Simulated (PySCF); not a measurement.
An equivalent PySCF input for In (indium, neutral), [Kr] 4d10 5s2 5p1, 2P determinant, with scalar relativity through the core potential:

```python
from pyscf import gto, scf, dft, mp, cc
import basis_set_exchange as bse
txt = bse.get_basis("aug-cc-pwCVTZ-PP", elements=["In"], fmt="nwchem", header=False)
cut = txt.index("\nECP")
mol = gto.M(atom="In 0 0 0", charge=0, spin=1, symmetry="D2h",
            basis=gto.basis.parse(txt[:cut]),
            ecp={"In": gto.basis.parse_ecp(txt[cut:])})
mf = dft.UKS(mol, xc="PBE")
mf.irrep_nelec = {'Ag': (4, 4), 'B1g': (1, 1), 'B2g': (1, 1), 'B3g': (1, 1), 'B1u': (1, 1), 'B2u': (2, 1), 'B3u': (1, 1)}
mf.kernel()
```

It reaches the same state as the run whose output follows, with an energy that differs only through the grid. The run itself started from symmetry-adapted Hartree-Fock orbitals and held the occupation by maximum overlap, on a logarithmic radial grid, so the iterations belong to that start.

```
SCF conv_tol = 1e-09
number electrons alpha = 11  beta = 10
XC functionals = PBE
    J. P. Perdew, K. Burke, and M. Ernzerhof.,  Phys. Rev. Lett. 77, 3865 (1996)
    J. P. Perdew, K. Burke, and M. Ernzerhof.,  Phys. Rev. Lett. 78, 1396 (1997)
    J. P. Perdew, K. Burke, and M. Ernzerhof.,  Phys. Rev. Lett. 77, 3865 (1996)
    J. P. Perdew, K. Burke, and M. Ernzerhof.,  Phys. Rev. Lett. 78, 1396 (1997)
cycle= 1 E= -190.118045509211  delta_E= -0.0128  |g|= 0.0772  |ddm|= 0.891
cycle= 2 E= -190.117539633386  delta_E= 0.000506  |g|= 0.0921  |ddm|= 0.27
cycle= 3 E= -190.119127097382  delta_E= -0.00159  |g|= 0.00263  |ddm|= 0.17
cycle= 4 E= -190.119130629219  delta_E= -3.53e-06  |g|= 0.000684  |ddm|= 0.0098
cycle= 5 E= -190.11913079157  delta_E= -1.62e-07  |g|= 3.53e-05  |ddm|= 0.00197
cycle= 6 E= -190.119130792227  delta_E= -6.57e-10  |g|= 4.77e-06  |ddm|= 0.000159
converged SCF energy = -190.119130792227  <S^2> = 0.75182779  2S+1 = 2.001827
```

Energies and moments cover only the electrons outside the core potential.
